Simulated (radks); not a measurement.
All-electron atom: the promethium ion Pm43+ in [Ar] (the NIST ground configuration).

All-electron calculation, non-relativistic Kohn-Sham, LDA (Slater exchange, Perdew-Wang correlation), spin-unpolarised, spherical densities, point nucleus; relativity is left out, which matters for an element this heavy. Program: a radial shooting solver on a logarithmic mesh with Libxc functionals.

Energy parts (eV):
part                      energy
total                 -219021.98
kinetic                218975.34
electron-nucleus      -464935.16
Hartree                 30330.55
exchange-correlation    -3392.72

Orbitals (lengths in bohr, moments of r in powers of bohr; <r^-3> diverges for s and p1/2):
| orbital | occ. | eigenvalue (eV) | <r^-3> | <r^4> | <r^2> |
|---|---|---|---|---|---|
| 1s | 2 | -45122.70 | - | 1.733e-06 | 0.0008286 |
| 2s | 2 | -9207.179 | - | 0.0002794 | 0.01294 |
| 2p | 6 | -8893.181 | 7804 | 0.0001777 | 0.009624 |
| 3s | 2 | -3563.679 | - | 0.007753 | 0.07306 |
| 3p | 6 | -3443.431 | 1923 | 0.006733 | 0.06680 |
| 3d | 0 | -3252.385 | 337.6 | 0.004191 | 0.05030 |
| 4s | 0 | -1866.425 | - | 0.08753 | 0.2531 |

The highest occupied level is 3p at -3443.4 eV. Virial ratio -V/T = 2.00021.
